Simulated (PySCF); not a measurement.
# Static response to an electric field

Bromoketene, C2HBrO.
Structure used (PBE0-D3(BJ)/def2-SVP), in Å, numbered top down from 1:
```xyz
5
C2HBrO angstrom
O      2.0014   -0.3506   -0.0033
C      0.8743   -0.0772   -0.0053
C     -0.4069    0.2346   -0.0078
Br    -1.7088   -1.1174   -0.0131
H     -0.7265    1.2766   -0.0084
```

Level: PBE0/def2-SVPD (PySCF), static field, nuclei fixed, core orbitals frozen in the response. The polarisability tensor in these axes (au):

```
x   67.97  4.40  0.08
y    4.40 41.73  0.02
z    0.08  0.02 35.02
```

Task: Give the principal values, the mean and the anisotropy Δα = √{½[(α1 − α2)² + (α2 − α3)² + (α1 − α3)²]}.

Result: Principal values 35.02, 41.02 and 68.69 au; mean 48.24 au = 7.15 Å³ = 7.95 × 10⁻⁴⁰ C²·m²/J; Δα = 31.11 au (64 % of the mean).

Task: What is the dipole moment, and where does it point?

Result: (-0.55, 1.09, 0.00) D, 1.22 D in size, pointing from the negative to the positive side. Measured along this direction, the outermost atoms are O1 at the negative end and H5 at the positive end.

Task: What depolarisation ratio follows for Rayleigh scattering of linearly polarised light, taking the static tensor?

Result: ρ = 3Δα²/(45ᾱ² + 4Δα²) = 2903.2/(104735 + 3871.0) = 0.0267.

Task: Form Σ f/ω² (atomic units) for the 6 lowest TDDFT singlets, given as eV and f, and set it beside the mean polarisability, which is this sum over all singlets: 2.80, 0.0001; 5.09, 0.0043; 5.51, 0.0009; 5.96, 0.0006; 6.63, 0.0025; 7.06, 0.0935.

Result: They add up to 1.60 au, 3.3 % of the 48.24 au; the largest single term is 1.39 au, from the state at 7.06 eV. Terms in order: 0.01, 0.12, 0.02, 0.01, 0.04, 1.39 au. Higher excitations give the rest. The strengths listed sum to 0.102.

Task: Find the Langevin capture rate constant for H3O+ (19.018 u) meeting this molecule (119.921 u), k = 2.342 × 10⁻⁹ cm³/s × √(α in Å³ / reduced mass in u).

Result: The reduced mass is 16.42 u, so k = 1.55 × 10⁻⁹ cm³/s. The formula leaves out the permanent dipole, which adds to the capture rate.

Task: What molar refraction does this α imply?

Result: Lorentz–Lorenz: R = (4π/3)N_A α = 2.5225 cm³/(mol·Å³) × 7.15 Å³ = 18.0 cm³/mol, in the limit of long wavelengths.

Task: Give the principal axes and the span of the nuclei along them.

Result: Largest value along (0.99, 0.16, 0.00), where the nuclei span 3.79 Å; middle along (-0.16, 0.99, 0.00), 2.20 Å; least along (0.00, 0.00, 1.00), 0.00 Å. The response follows the extents in order.

Isolated species at its PBE0-D3(BJ)/def2-SVP geometry, gas phase. The calculation is non-relativistic, for bromine too.
